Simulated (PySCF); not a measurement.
Ga(Br)2(OH) (Br₂GaHO), SMILES [OH][Ga]([Br])[Br].

The structure is a stationary point at PBE0-D3(BJ)/def2-SVP. The structure was generated by enumeration; whether it is a known compound was not checked. The values are those of a single conformer.

Two levels are set side by side: PBE/def2-TZVP (PySCF) and B3LYP/def2-TZVP (PySCF). Same geometry, gas phase. Differences are taken from unrounded values.

| quantity | B3LYP |
|---|---|
| orbital gap (eV) | 6.33 |
| highest occupied level (eV) | -8.44 |
| lowest empty level (eV) | -2.11 |
| dipole moment (D) | 1.31 |
| mean polarisability (bohr³) | 69.1 |

Task: What does PBE give, and how far is it from B3LYP? (An estimate is asked for; the answer gives what the named calculation found.)

Result: 
| quantity | PBE | PBE minus B3LYP |
|---|---|---|
| orbital gap (eV) | 4.73 | -1.60 |
| highest occupied level (eV) | -7.41 | 1.03 |
| lowest empty level (eV) | -2.68 | -0.58 |
| dipole moment (D) | 1.29 | -0.02 |
| mean polarisability (bohr³) | 71.5 | 2.4 |

PBE's occupied levels lie high since its potential decays too fast outside the molecule; exact exchange lowers them and widens the gap. PBE's more diffuse valence density responds more strongly to a field. Differences between two approximate levels are no errors against the true value.

Rough cost on one machine, each run with all the roots and properties that it gave: B3LYP against PBE within a factor of 2.
